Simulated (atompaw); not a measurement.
**zirconium (Zr): PAW (atompaw) pseudisation with PBEsol, scalar-relativistic reference atom.**

atompaw 4.2.0.5 input, output lines left out:

```
Zr 40
GGA-PBESOL scalarrelativistic loggrid 1500 logderivrange -6 5 276
5 5 4 0 0 0
5 1 0
4 2 2
0 0 0
c
c
c
v
v
c
c
v
v
c
v
2
2.20 1.80 1.60 1.35
n
n
y
0.2
n
custom rrkj vanderbiltortho besselshape
bessel
1.65
2.20
2.20
2.20
1.80
1.80
```

(1) Is a potential produced?

Answers

(1) No. atompaw 4.2.0.5 stopped with "atompaw: The overlap operator has at least one negative eigenvalue!": the overlap operator built from these waves and projectors is not positive definite.
